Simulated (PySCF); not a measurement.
Can point charges reproduce the dipole moment of `O[SiH2]c1ccncc1`?

Coordinates (GFN2-xTB, Å) and charges (e) from the PBE0/pcSseg-1 density (PySCF):

| atom | x | y | z | Mulliken | IAO | Hirshfeld | ESP-fitted |
| --- | --- | --- | --- | --- | --- | --- | --- |
| O1 | 2.869 | 0.149 | -0.894 | -0.5540 | -0.7889 | -0.3076 | -0.6633 |
| Si2 | 2.041 | -0.062 | 0.489 | +0.9417 | +1.0161 | +0.4025 | +0.5871 |
| C3 | 0.170 | -0.007 | 0.191 | -0.3437 | -0.2816 | -0.0894 | +0.3290 |
| C4 | -0.424 | 1.084 | -0.441 | -0.1688 | -0.1690 | -0.0504 | -0.6928 |
| C5 | -1.796 | 1.101 | -0.631 | +0.1690 | -0.0117 | +0.0166 | +0.6151 |
| N6 | -2.596 | 0.122 | -0.242 | -0.4065 | -0.2712 | -0.1592 | -0.7430 |
| C7 | -2.044 | -0.920 | 0.357 | +0.1690 | -0.0121 | +0.0160 | +0.5887 |
| C8 | -0.683 | -1.030 | 0.596 | -0.1653 | -0.1721 | -0.0538 | -0.6506 |
| H9 | 2.751 | -0.407 | -1.661 | +0.2451 | +0.3672 | +0.1805 | +0.4228 |
| H10 | 2.353 | -1.358 | 1.097 | -0.1477 | -0.1611 | -0.0843 | -0.1344 |
| H11 | 2.476 | 1.091 | 1.263 | -0.1233 | -0.1356 | -0.0753 | -0.1004 |
| H12 | 0.182 | 1.910 | -0.783 | +0.0890 | +0.1546 | +0.0531 | +0.2275 |
| H13 | -2.285 | 1.938 | -1.113 | +0.1055 | +0.1566 | +0.0517 | +0.0053 |
| H14 | -2.730 | -1.702 | 0.658 | +0.1045 | +0.1562 | +0.0511 | +0.0127 |
| H15 | -0.289 | -1.903 | 1.093 | +0.0854 | +0.1524 | +0.0486 | +0.1962 |

Question: Compute μ = Σ q r for each scheme (1 e·Å = 4.803 D) and compare with the dipole of the full density.

Answer: The full density gives (1.21, -1.08, -0.40) D, 1.67 D in size; dipole vectors point from the negative to the positive end.

```json
{"scheme": "Mulliken", "μx": "1.69", "μy": "-0.81", "μz": "0.81", "size (D)": "2.04", "share of the full size (%)": "122", "angle to the full dipole (°)": "40"}
{"scheme": "IAO", "μx": "0.95", "μy": "-1.22", "μz": "0.99", "size (D)": "1.84", "share of the full size (%)": "110", "angle to the full dipole (°)": "47"}
{"scheme": "Hirshfeld", "μx": "0.88", "μy": "-0.50", "μz": "-0.10", "size (D)": "1.01", "share of the full size (%)": "61", "angle to the full dipole (°)": "14"}
{"scheme": "ESP-fitted", "μx": "1.19", "μy": "-1.07", "μz": "-0.36", "size (D)": "1.63", "share of the full size (%)": "98", "angle to the full dipole (°)": "1"}
```

Question: Which set comes closest?

Answer: Length of the difference vector: ESP-fitted 0.05 D, Hirshfeld 0.73 D, Mulliken 1.33 D, IAO 1.42 D. Closest: ESP-fitted. ESP charges are fitted to the potential around the molecule, whose slowest-falling term is the dipole's. 

Question: What is left for the Hirshfeld atoms' own dipoles?

Answer: The Hirshfeld atoms' densities add up to the full density, so μ = Σ q r + Σ (atomic dipoles). The atomic dipoles sum to (1.21, -1.08, -0.40) − (0.88, -0.50, -0.10) = (0.33, -0.58, -0.30) D, 0.73 D in size.

Question: With the origin at the mean of the coordinates, (0.000, 0.001, -0.001) Å, which are the largest single terms, by size, of the ESP-fitted dipole along the direction of the full one?

Answer: O1 -6.99, N6 +6.78, C5 -5.50, H9 +5.38, Si2 +3.95 D; all 15 atoms together +1.63 D. The single terms depend on the origin, their sum doesn't.

Question: Give the size of the full dipole in other units.

Answer: 1.67 D = 0.657 au = 0.348 e·Å = 5.57 × 10⁻³⁰ C·m.

Isolated species at its GFN2-xTB geometry (one conformer only).

These values come from a run that also computed NMR shieldings. On one thread of an Arm Neoverse V1, on a shared host, this took 23 s of wall time and 0.80 GiB of memory at its peak.

The values belong to the conformer `[OH:1][SiH2:2][c:3]1[cH:4][cH:5][n:6][cH:7][cH:8]1`: O1–Si2–C3–C4 -55°, H–O1–Si2–C3 -57°.
